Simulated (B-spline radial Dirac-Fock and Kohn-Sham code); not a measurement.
## Core and valence levels of Nd¹²⁺

System: Nd¹²⁺ in the configuration [Kr] 4d10 5s2; nuclear rms radius 4.9123 fm (A = 142).

Input of the calculation (task.json; shells as n, l, electrons):

```json
{"items": [{
  "Z": 60,
  "q": 12,
  "cfg": [[1, 0, 2], [2, 0, 2], [2, 1, 6], [3, 0, 2], [3, 1, 6], [3, 2, 10], [4, 0, 2], [4, 1, 6], [4, 2, 10], [5, 0, 2]],
  "A": 142,
  "rrms": 4.9123,
  "do": ["binding"]
}]}
```

Launch: `python xray_run.py task.json out`

Level of theory: ΔSCF Dirac-Fock with Breit, self-energy and vacuum polarisation, finite nucleus, configuration average; a radial finite-basis atomic code. Correlation energy is missing from these numbers. Energies are counted from the vacuum level.

All terms are in eV, carry their sign (relaxation lowers the binding energy) and add up to the binding energy; ⟨r⟩ is the mean radius of the orbital in the initial state.

| subshell | −ε (Koopmans) | relaxation | Gaunt | retardation | QED | binding energy | ⟨r⟩ (bohr) |
| --- | --- | --- | --- | --- | --- | --- | --- |
| K | 44047.9 | -65.10 | -125.84 | 10.69 | -59.24 | 43808.4 | 0.024 |
| L1 | 7426.1 | -32.32 | -12.50 | 0.81 | -7.83 | 7374.3 | 0.100 |
| L2 | 7019.5 | -36.28 | -21.97 | 2.45 | 0.41 | 6964.1 | 0.084 |
| L3 | 6498.0 | -34.43 | -15.64 | 3.04 | -0.46 | 6450.5 | 0.091 |
| M1 | 1838.7 | -11.75 | -1.98 | 0.10 | -1.69 | 1823.4 | 0.265 |
| M2 | 1664.2 | -12.44 | -3.68 | 0.37 | 0.08 | 1648.5 | 0.255 |
| M3 | 1557.7 | -11.72 | -2.45 | 0.51 | -0.09 | 1544.0 | 0.267 |
| M4 | 1258.5 | -13.60 | -1.32 | 0.09 | 0.17 | 1243.8 | 0.239 |
| M5 | 1235.8 | -13.30 | -0.79 | 0.10 | 0.10 | 1221.9 | 0.242 |
| N1 | 560.1 | -2.52 | -0.41 | 0.03 | -0.39 | 556.8 | 0.597 |
| N2 | 490.7 | -2.48 | -0.76 | 0.08 | 0.03 | 487.5 | 0.612 |
| N3 | 466.2 | -2.27 | -0.48 | 0.12 | -0.01 | 463.6 | 0.635 |
| N4 | 350.2 | -2.13 | -0.18 | 0.02 | 0.05 | 347.9 | 0.667 |
| N5 | 345.7 | -2.05 | -0.07 | 0.02 | 0.03 | 343.6 | 0.676 |
| O1 | 221.9 | -0.22 | -0.12 | 0.01 | -0.10 | 221.5 | 1.237 |

For the deepest level, K (1s), the Breit terms make up -0.263 % of the binding energy, QED -0.135 % and orbital relaxation -0.149 %.

Going to the tabulated ground configuration of the next ion removes an electron from O1 (5s), computed at 221.5 eV. NIST lists 221 ± 3 eV as the ionisation energy of this species (theoretical), -0.48 eV from the computed value, within the stated uncertainty.
